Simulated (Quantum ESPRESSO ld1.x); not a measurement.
Mn19+, configuration [He] 2s2 2p2. Calculated with ld1.x of Quantum ESPRESSO 7.5: scalar-relativistic Kohn-Sham, LDA (Slater exchange, Perdew-Wang correlation), spin-polarised, spherical densities, point nucleus; open shells are filled with parallel spins first.

Normalised radial functions P(r) = r R(r), r in bohr:

r,1s up,2p up
0.002007,0.4940,0.0025
0.00221,0.5401,0.0030
0.002432,0.5903,0.0035
0.002677,0.6448,0.0042
0.002947,0.7038,0.0051
0.003244,0.7678,0.0061
0.003571,0.8369,0.0073
0.003963,0.9180,0.0088
0.004362,0.9989,0.0106
0.004801,1.0858,0.0127
0.005285,1.1789,0.0152
0.005818,1.2785,0.0181
0.006404,1.3847,0.0217
0.007049,1.4975,0.0260
0.007759,1.6168,0.0311
0.008541,1.7425,0.0371
0.009402,1.8744,0.0443
0.01035,2.0119,0.0528
0.01139,2.1543,0.0630
0.01264,2.3133,0.0761
0.01391,2.4629,0.0904
0.01532,2.6140,0.1074
0.01686,2.7646,0.1273
0.01856,2.9127,0.1507
0.02043,3.0559,0.1779
0.02249,3.1912,0.2097
0.02475,3.3156,0.2466
0.02725,3.4255,0.2892
0.02999,3.5174,0.3382
0.03301,3.5874,0.3943
0.03634,3.6317,0.4580
0.04,3.6467,0.5300
0.04438,3.6260,0.6179
0.04886,3.5700,0.7085
0.05378,3.4767,0.8081
0.0592,3.3455,0.9167
0.06516,3.1773,1.0334
0.07173,2.9742,1.1571
0.07896,2.7402,1.2860
0.08691,2.4810,1.4178
0.09567,2.2038,1.5492
0.1053,1.9168,1.6764
0.1159,1.6291,1.7948
0.1276,1.3499,1.8991
0.1405,1.0878,1.9839
0.1558,0.8316,2.0472
0.1716,0.6265,2.0736
0.1888,0.4547,2.0649
0.2079,0.3168,2.0181
0.2288,0.2110,1.9324
0.2519,0.1337,1.8092
0.2772,0.0802,1.6526
0.3052,0.0454,1.4692
0.3359,0.0240,1.2679
0.3698,0.0118,1.0590
0.407,0.0054,0.8532
0.448,0.0022,0.6608
0.4971,0.0008,0.4770
0.5472,0.0003,0.3358
0.6024,0.0001,0.2242
0.6631,0.0000,0.1412
0.7299,0.0000,0.0834
0.8034,0.0000,0.0459
0.8844,0.0000,0.0234

1s up: eigenvalue -7429.1 eV, 0 radial nodes, <r> = 0.0608 bohr, 90 % of the charge inside 0.108 bohr. 2p up: eigenvalue -1488.3 eV, 0 radial nodes, <r> = 0.223 bohr, 90 % of the charge inside 0.360 bohr.
